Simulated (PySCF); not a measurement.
System: C₃HFNS, net charge -1, singlet state. It need not be the lowest isomer of its formula. Whether it binds its extra electron was not tested at this geometry. 
Coordinates optimised at B3LYP-D3(BJ)/def2-TZVP (Ansatz):
```xyz
7

F      2.0819     0.1083     0.0874
C      0.7440    -0.1423     0.1253
N      0.2568    -1.1975     0.6405
C     -1.1694    -1.2497     0.5691
C     -1.6442    -0.1331    -0.0443
S     -0.3410     1.0249    -0.5565
H     -2.6606     0.1593    -0.2665
```
Charge -1, spin multiplicity 1.

Dispersion corrections to the total energy (kcal/mol) from the dftd3 and dftd4 libraries through PySCF: D3(BJ) without and D4 with the three-body term, each with the damping fitted for the functional named.

```json
[
 {"functional": "B3LYP", "D3(BJ)": "[?]", "D4": "-8.60"},
 {"functional": "BP86", "D3(BJ)": "-7.30", "D4": "-6.96"},
 {"functional": "BLYP", "D3(BJ)": "-9.85", "D4": "[?]"},
 {"functional": "BHLYP", "D3(BJ)": "-6.46", "D4": "-6.31"},
 {"functional": "PW6B95", "D3(BJ)": "-2.28", "D4": "-4.78"},
 {"functional": "CAM-B3LYP", "D3(BJ)": "-3.48", "D4": "-4.40"},
 {"functional": "LC-wPBE", "D3(BJ)": "[?]", "D4": "-5.88"}
]
```

Problem. Some entries are withheld; supply them.

Solution. 
- B3LYP, D3(BJ): -8.06
- BLYP, D4: -12.03
- LC-wPBE, D3(BJ): -4.21
